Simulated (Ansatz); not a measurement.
Reaction (substitution at a C–Si bond): `C[SiH](Cl)S[SiH2]Cl` + `C1[SiH2][AsH]1` → `C[As]1C[SiH2]1` + `Cl[SiH2]S[SiH2]Cl`

Program: Ansatz. Geometries: PBE0-D4/def2-TZVP. ΔE: electronic, gas phase. CCSD(T)/CBS is the MP2 limit (def2-TZVPP, def2-QZVPP) plus CCSD(T) − MP2 in def2-TZVPP, frozen cores. Functionals use def2-TZVPP. For As outer-core shells are correlated without core-valence functions, which leaves a few kJ/mol of doubt a bond. Scalar relativity is left out up to krypton. Each species was taken in one conformer, which may not be the lowest.

(1) Is it downhill or uphill in electronic energy at CCSD(T)/CBS, and by how much? (Estimate.)

(2) What do these levels give: r2SCAN, HF/def2-TZVPP, HF/def2-QZVPP, MP2/def2-QZVPP, SCS-MP2/def2-QZVPP, HF/CBS(def2)? (Estimate.)

Largest T1 diagnostic among the species: 0.012.

## Answers

(1) Computed: Uphill: ΔE = +10.6 kcal/mol.

(2) Ansatz gave: r2SCAN 11.4, HF/def2-TZVPP 10.9, HF/def2-QZVPP 10.9, MP2/def2-QZVPP 10.2, SCS-MP2/def2-QZVPP 9.8, HF/CBS(def2) 10.9 kcal/mol.

In def2-TZVPP, CCSD(T) changes the Hartree–Fock value by −0.8 kcal/mol (the triples alone add −0.2 kcal/mol) and MP2 by −1.0 kcal/mol.
